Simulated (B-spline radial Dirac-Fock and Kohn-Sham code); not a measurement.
Elastic scattering of 500 eV electrons by the Te atom

Method: relativistic (Dirac) partial waves in the static field of the Dirac-Fock atom with Furness-McCarthy exchange, without polarisation or absorption potentials. Computed with a radial B-spline solver.

Input of the calculation (task.json; shells as n, l, electrons):

```json
{"items": [{
  "Z": 52,
  "q": 0,
  "cfg": [[1, 0, 2], [2, 0, 2], [2, 1, 6], [3, 0, 2], [3, 1, 6], [3, 2, 10], [4, 0, 2], [4, 1, 6], [4, 2, 10], [5, 0, 2], [5, 1, 4]],
  "A": 130,
  "rrms": 4.7423,
  "do": "elastic",
  "energies": [[500, 0]],
  "theta": [0, 1, 2, 3, 5, 7, 10, 15, 20, 25, 30, 40, 50, 60, 70, 80, 90, 100, 110, 120, 130, 140, 150, 160, 170, 180]
}]}
```

Launch: `python xray2_run.py task.json out`

| θ (°) | dσ/dΩ (a₀²/sr) | Sherman function |
| --- | --- | --- |
| 0 | 120 | 0.000 |
| 1 | 118 | 0.000 |
| 2 | 112 | 0.000 |
| 3 | 103 | 0.000 |
| 5 | 80.0 | 0.000 |
| 7 | 56.3 | 0.000 |
| 10 | 29.7 | 0.001 |
| 15 | 10.1 | 0.002 |
| 20 | 4.56 | 0.001 |
| 25 | 2.47 | -0.003 |
| 30 | 1.41 | -0.009 |
| 40 | 0.554 | -0.020 |
| 50 | 0.394 | 0.008 |
| 60 | 0.369 | 0.042 |
| 70 | 0.253 | 0.062 |
| 80 | 0.0834 | 0.057 |
| 90 | 0.0385 | -0.192 |
| 100 | 0.181 | -0.065 |
| 110 | 0.353 | -0.020 |
| 120 | 0.342 | 0.000 |
| 130 | 0.144 | 0.012 |
| 140 | 0.0245 | -0.184 |
| 150 | 0.289 | -0.049 |
| 160 | 0.963 | -0.019 |
| 170 | 1.70 | -0.008 |
| 180 | 2.02 | 0.000 |

The total elastic cross section is 13.9 a₀², the first transport cross section 4.10 a₀² and the second, weighted with (3/2) sin²θ, 3.68 a₀². The mean deflection is ⟨1 − cos θ⟩ = 0.295, and 14 % of the collisions scatter beyond 90°.

On this grid of angles the cross section has minima near 90°, 140°, from interference among the few low partial waves with large phase shifts.

Phase shifts modulo π (rad) for κ = −1 to −5: -0.276, 0.900, -1.181, -0.040, -1.343.
